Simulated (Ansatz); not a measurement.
Atomisation energy: 6 cases among radicals of boron compounds, in kcal/mol, species as SMILES. Conventions: dispersion terms only where a functional's name holds one; non-relativistic; UHF or UKS for open shells; spin-orbit terms left out; valence correlation only; atomisation electronic, to ground-state atoms. CBS marks a two-point X^-3 extrapolation of the correlation energy; Hartree-Fock from the larger set (for Q and 5 zeta extrapolated as (X+1)exp(-9√X)). [CCSD(T)-MP2]/basis is that difference in the basis named. First-principles rows: single points at B3LYP-D3(BJ) geometries (Ansatz, a program for electronic structure). A UHF reference is markedly spin-contaminated in at least one set, which strains HF and MP2.

Coupled cluster (Ansatz) is a level with limits of its own, used here on species with T1 under 0.025 (0.045 for open shells) and stable references: (a) RI-MP2/CBS(aug-cc-pVTZ,aug-cc-pVQZ)+[CCSD(T)-MP2]/aug-cc-pVTZ; (b) CCSD(T)/CBS(aug-cc-pVTZ,aug-cc-pVQZ); (c) CCSD(T)/CBS(def2-TZVPPD,def2-QZVPPD); (d) CCSD(T)/CBS(cc-pVQZ,cc-pV5Z).

```csv
species,atoms,coupled cluster,difference of HF/3-21G (Ansatz),difference of PBE/3-21G (Ansatz),difference of PBE/def2-SVP (Ansatz),difference of PBE/def2-TZVPD (Ansatz),difference of wB97M-V/def2-TZVPD (Ansatz)
[B]=O,2,193.8 (d),-82.6,2.2,17.6,12.8,-0.2
B=[N] (BNH),3,215.2 (b),-94.1,6.2,16.4,15.4,7.4
F[BH] (BHF),3,233.0 (b),-61.0,9.1,13.1,8.8,1.0
[BH2] (BH2),3,169.2 (d),-31.1,1.6,2.1,2.4,1.8
[BH]N (BNH3),5,388.0 (c),-123.0,5.2,14.5,13.2,4.2
[BH2-][NH3+] (BNH5),7,503.3 (a),-155.0,3.2,8.4,8.2,1.9
```

```tsv
level	cases	mean signed difference	mean absolute difference	median absolute difference	largest absolute difference
HF/3-21G (Ansatz)	6	-91.13	91.13	88.35	155.0
PBE/3-21G (Ansatz)	6	4.58	4.58	4.20	9.1
PBE/def2-SVP (Ansatz)	6	12.02	12.02	13.80	17.6
PBE/def2-TZVPD (Ansatz)	6	10.13	10.13	10.80	15.4
wB97M-V/def2-TZVPD (Ansatz)	6	2.68	2.75	1.85	7.4
```

HF/3-21G lies above in 0 of 6 cases and within 2 kcal/mol in 0; mean signed difference -91.13 kcal/mol, mean absolute 91.13 kcal/mol (67.20 over the 4 cases of up to 3 atoms, 139.00 over the larger). These figures hold for the species listed. A straight line through its differences against the number of atoms has a slope of -19.47 kcal/mol an atom.

How the rows were picked: cases drawn at random among the computed members of the class with clean coupled-cluster diagnostics. The batch they came from held 11 cases of this property in the class: 0 with a tabulated value, 11 with clean coupled cluster alone, 0 with neither, which enter no statistics. The levels are drawn from those run on every case listed, the commonest habits more often. No case is left out for the size of its miss. Left out are saddle points of the reference geometry, anions that the best level run finds unbound, excited spin states, species near biochemistry, 298 K rows of species without real B3LYP wavenumbers, cases with under five habitual levels, runs that failed or that the program found above a lower state of the same kind, table entries that another table contradicts, and a share of species set aside by lot.
